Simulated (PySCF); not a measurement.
In⁺ (indium, charge +1) across methods

[Kr] 4d10 5s2, closed-shell 1S. Calculation: PySCF 2.14, in aug-cc-pVDZ-PP with ECP28MDF; a scalar-relativistic core potential.

| method | E (hartree) | mean ε 4p (eV) | mean ε 4d (eV) | mean ε 5s (eV) | Σ⟨r²⟩ (bohr²) | ⟨S²⟩ |
| --- | --- | --- | --- | --- | --- | --- |
| PBE | -189.9059 | -86.663 | -25.816 | -14.980 | 38.19 | 0.000 |
| HSE06 | -189.9008 | -91.325 | -27.892 | -15.445 | 38.18 | 0.000 |
| PBE0 | -189.9025 | -91.746 | -28.321 | -15.771 | 38.20 | 0.000 |
| TPSSh | -189.8312 | -89.184 | -26.838 | -15.200 | 38.18 | 0.000 |
| UHF | -189.01436 | -106.05 | -34.862 | -17.280 | 38.93 | 0.000 |
| LDA | -189.5789 | -86.409 | -25.830 | -15.364 | 38.15 | 0.000 |
| M06 | -189.9722 | -91.117 | -28.447 | -16.154 | 38.04 | 0.000 |
| r2SCAN | -189.9657 | -89.294 | -26.488 | -15.191 | 38.02 | 0.000 |

**Question.** Estimate the same row for PBEsol.

**Answer.** E (hartree) = -189.6795; mean ε 4p (eV) = -86.422; mean ε 4d (eV) = -25.717; mean ε 5s (eV) = -15.048; Σ⟨r²⟩ (bohr²) = 38.14; ⟨S²⟩ = 0.000.

Energies and moments cover only the electrons outside the core potential.
